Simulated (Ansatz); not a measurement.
`BN(CC)C(C)(C)C` + `NC[TeH]` → `BNC[TeH]` + `CCNC(C)(C)C`  (ligand exchange at a B–N bond)

Computed with Ansatz on PBE0-D4/def2-TZVP structures; ΔE is electronic, products minus reactants. CCSD(T)/CBS is the MP2 limit (def2-TZVPP, def2-QZVPP) plus CCSD(T) − MP2 in def2-TZVPP, frozen cores. Functionals use def2-TZVPP. Elements past krypton have def2 core potentials. For Te outer-core shells are correlated without core-valence functions, which leaves a few kJ/mol of doubt a bond. One conformer a species, not always the lowest.

```csv
species,ωB97M-V energy (Eh)
`BN(CC)C(C)(C)C`,-317.84032
`NC[TeH]`,-363.82915
`BNC[TeH]`,-389.30795
`CCNC(C)(C)C`,-292.36474
```

(1) Work out ΔE.

Largest T1 diagnostic among the species: 0.012.

Answers

(1) ΔE = (-389.30795) + (-292.36474) − (-317.84032) − (-363.82915) = -0.00322 Eh = -8.5 kJ/mol. CCSD(T)/CBS gives -6.3 kJ/mol.

In def2-TZVPP, CCSD(T) changes the Hartree–Fock value by +16.9 kJ/mol (the triples alone add +2.2 kJ/mol) and MP2 by +18.1 kJ/mol. The D4 term adds +7.0 kJ/mol with B3LYP and +3.9 kJ/mol with PBE0; it sums over pairs of atoms, weighted by their polarisabilities, and B3LYP, whose exchange is more repulsive, gets the larger term.

B3LYP here is the variant with VWN-RPA as its local correlation; programs differ in this.
